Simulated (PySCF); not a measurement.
SnF, SMILES [F][Sn+] (connectivity only; charge and spin as stated), charge +1, multiplicity 1.

Geometry optimised at PBE-D3(BJ)/def2-TZVP. The spin state was assumed, not searched. The def2 effective core potentials stand for the cores of Sn; spin–orbit coupling is left out.

All values below come from PBE-D3(BJ)/def2-TZVP (PySCF).

Frequencies are harmonic and unscaled.

```json
[
 {"mode": "1", "ν (cm⁻¹)": "654", "IR (km/mol)": "69.1", "moving atoms (share of kinetic energy)": "F 86 %, Sn 14 %"}
]
```
